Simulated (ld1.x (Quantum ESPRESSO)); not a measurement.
# What one change does to a pseudopotential (B, RRKJ)

```
Element                 : B
Generator               : ld1.x (Quantum ESPRESSO) 7.5
Type                    : norm-conserving RRKJ (Kleinman–Bylander form)
Functional              : PBE
Relativity              : scalar-relativistic
Frozen core             : [He]
Valence charge          : 3
Reference configuration : 2s2 2p0 (charge +1)
Partial waves           : 2s (bound): rc 1.55 bohr; 2p (bound, empty): rc 2.85 bohr
Local potential         : all-electron potential smoothed inside 2.65 bohr (lloc = -2)
Core correction         : none
rho0                    : 0.01
```

All-electron outer shells of the reference configuration (PBE, scalar-relativistic, ld1.x):

```json
{"shell": "2s", "level (eV)": "-19.51", "outermost node (bohr)": "0.46", "outermost maximum (bohr)": "1.44"}
{"shell": "2p", "level (eV)": "-13.36", "outermost node (bohr)": "–", "outermost maximum (bohr)": "1.41"}
```

Change: all radii scaled by about 1.19 (s 1.84, p 3.38 bohr); local potential all-electron potential smoothed inside 3.14 bohr (lloc = -2).

Cutoffs: the cutoffs (Ry, on a coarse ladder) from which the occupation-weighted sum of valence levels, in a spherical-Bessel basis at the reference potential, stays within 10 and 1 mRy of its value at 400 Ry; they do not see the model core or the augmentation charge, which bear on the density cutoff. Errors are all-electron minus pseudo energies relative to the spin-unpolarised reference configuration.

Predict the effect on cutoff, ghosts and configuration errors.

The potential gets neither clearly harder nor softer (30 Ry and 40 Ry → 30 Ry and 35 Ry); of the 7 tests that both files solve, the error grows in 6 and shrinks in 1 by more than 15 % and 0.3 meV (median size 82.4 → 169.6 meV); neither file shows a bound ghost.

```csv
quantity,base,changed
"cutoff, loose",30 Ry,30 Ry
"cutoff, tight",40 Ry,35 Ry
bound ghosts,none,none
"error for 2s2 2p1, meV [ΔE -8.22 eV]",+82,+170
"error for 2s1 2p0, meV [ΔE 25.42 eV]",+38,+30
"error for 2s2 2p0.5, meV [ΔE -5.33 eV]",+34,+65
"error for 2s1 2p1, meV [ΔE 6.14 eV]",-9.8,-15
"error for 2s2 2p1.3, meV [ΔE -8.96 eV]",+99,+211
"error for 2s1 2p2, meV [ΔE -2.37 eV]",+133,+308
"error for 2s0 2p3, meV [ΔE 3.50 eV]",+162,+409
```
